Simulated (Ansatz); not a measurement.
Wavefunction ladder for C$_{2}$H$_{3}$ISi, SMILES `IC1=C[SiH2]1`

Z-matrix (Å, degrees):
```
Si
C 1 1.807
C 1 1.820 2 42.9
H 1 1.481 2 121.4 3 -104.0
H 1 1.481 2 121.4 3 104.0
I 2 2.062 1 155.4 3 -180.0
H 3 1.082 1 154.5 2 -180.0
```

Charge 0, multiplicity 1. Correlated methods include outer-core shells of I, which these sets cover unevenly. I: def2 effective core potential. Geometry: relaxed with PBE0-D4/def2-TZVP. Frozen core, restricted reference, the Gaussian-basis code of Ansatz.

```tsv
basis	HF (Eh)	MP2 corr.
def2-SVP	-662.83309	-0.47307
def2-TZVPP	-663.03575	-0.92726
def2-QZVPP	-663.04936	-1.12601
```

Problem. Estimate the CCSD correlation energy and the (T) correction in each basis where they were run (hartree).

Solution. 
```json
{"basis": "def2-SVP", "CCSD corr.": "-0.50588", "(T)": "-0.02001"}
{"basis": "def2-TZVPP", "CCSD corr.": "-0.91898", "(T)": "-0.03474"}
```
